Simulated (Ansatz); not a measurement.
Abridged output of a molecular run in Ansatz:

```
Functional definition: HF
1429 factors; integrals over basis functions are off by at most 1.4e-3 eV
mean field evaluation 1: about -12796.3388 eV, gradient 3.8e1 eV
mean field evaluation 2: about -12796.6441 eV, gradient 3.8e1 eV
mean field evaluation 4: about -12799.8408 eV, gradient 4.9e0 eV
mean field evaluation 8: about -12799.9209 eV, gradient 4.8e-1 eV
mean field -12799.92172117 eV, -470.3884471544 hartree, gradient 1.5e-6 eV, S^2 0.000000; 0 other end points of the search recorded, 0 dependent functions left out
9 core orbitals not correlated: weight in the atoms' cores, before any rotation towards them, 1.000 or more for the frozen orbitals, at most 0.000 for the correlated occupied ones
reference -12799.92172117 eV, -470.3884471544 hartree; 14, 14 occupied and 213, 213 virtual orbitals, 1429 factors
second order -23.66488270 eV of doubles, -0.00000000 eV of singles
cycle   1  -23.64299059 eV  change    2.2e-2 eV  update   1.3e-1
cycle   2  -24.32937282 eV  change   -6.9e-1 eV  update   3.9e-2
cycle   3  -24.50632851 eV  change   -1.8e-1 eV  update   2.1e-2
cycle   4  -24.48289813 eV  change    2.3e-2 eV  update   5.5e-3
cycle   5  -24.48216006 eV  change    7.4e-4 eV  update   2.5e-3
cycle   6  -24.48322334 eV  change   -1.1e-3 eV  update   7.1e-4
cycle   7  -24.48266710 eV  change    5.6e-4 eV  update   2.5e-4
cycle   8  -24.48255919 eV  change    1.1e-4 eV  update   8.6e-5
cycle   9  -24.48261129 eV  change   -5.2e-5 eV  update   3.0e-5
cycle  10  -24.48260093 eV  change    1.0e-5 eV  update   1.4e-5
perturbative correction -1.00988051 eV, -0.0371124244 hartree
Total energy: -12825.41420261 eV, -471.3252785680 hartree
```

Its atoms:

Z-matrix (Å, degrees):
```
C
O 1 1.442
H 1 1.089 2 110.2
H 1 1.089 2 110.2 3 120.9
H 1 1.086 2 105.3 3 -119.6
C 2 1.296 1 117.3 3 -60.6
Al 6 1.941 2 168.4 1 -180.0
O 6 1.266 2 121.1 1 -0.0
H 7 1.579 6 117.3 2 85.6
H 7 1.579 6 117.3 2 -85.7
```

Q: Which basis set was used?
A. cc-pV(Q+d)Z
B. def2-TZVPPD
C. def2-TZVPP
D. cc-pV(D+d)Z

A: C. It gives 236 functions.

Q: Write the keys of the input that set method, charge and spin (a neutral closed shell needs none for the last two).

A: 
```yaml
correlation: {method: ccsd_t}
```
